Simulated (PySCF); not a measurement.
AlFBr2, SMILES [F][Al]([Br])[Br]. Heavy atoms are numbered as in [Al:1]([F:2])([Br:3])[Br:4].

Geometry: B3LYP-D3(BJ)/def2-SVP. The structure was generated by enumeration; whether it is a known compound was not checked.

Calculation: r2SCAN/def2-TZVPD run with PySCF.

Mulliken values depend strongly on the basis, most of all with diffuse functions as here. ESP charges are fitted to the potential on shells at 1.4 to 2.0 van der Waals radii. Atomic charges (e), one atom of each kind:

```tsv
atom	ESP fit	meta-Löwdin	Mulliken
Al1	0.69	1.08	0.78
F2	-0.32	-0.54	-0.31
Br3	-0.18	-0.27	-0.24
```
